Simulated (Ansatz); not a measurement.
Start from `NC#[C][AlH][NH2]` and change one atom or group to get `COC#CN`.

Ansatz, PBE0-D4/def2-TZVP geometries, multiplicity 1. Each molecule was computed in one conformer, which needn't be the lowest.

```csv
property,`NC#[C][AlH][NH2]`
HOMO energy (PBE0/def2-TZVPP) / eV,-6.43
HOMO–LUMO gap (PBE0/def2-TZVPP) / eV,6.19
LUMO energy (ωB97M-V/def2-TZVPP) / eV,1.40
LUMO energy (PBE/def2-TZVPP) / eV,-0.97
LUMO energy (PBE0/def2-TZVPP) / eV,-0.24
"ideal-gas entropy at 298 K and 1 bar (rigid rotor, harmonic PBE0-D4/def2-TZVP) / J/(mol·K)",352
```

Problem. What does the change do to each property? (Estimate.)

Solution. Ansatz gave: 
```csv
property,`COC#CN`,shift
HOMO energy (PBE0/def2-TZVPP) / eV,-6.03,0.40
HOMO–LUMO gap (PBE0/def2-TZVPP) / eV,7.05,0.86
LUMO energy (ωB97M-V/def2-TZVPP) / eV,2.40,1.00
LUMO energy (PBE/def2-TZVPP) / eV,0.19,1.16
LUMO energy (PBE0/def2-TZVPP) / eV,1.02,1.26
"ideal-gas entropy at 298 K and 1 bar (rigid rotor, harmonic PBE0-D4/def2-TZVP) / J/(mol·K)",322,-30
```

With PBE0 the HOMO rises by 0.40 eV and the LUMO rises by 1.26 eV, so the gap widens by about 0.86 eV. PBE moves the HOMO by 0.46 eV and ωB97M-V by 0.34 eV.
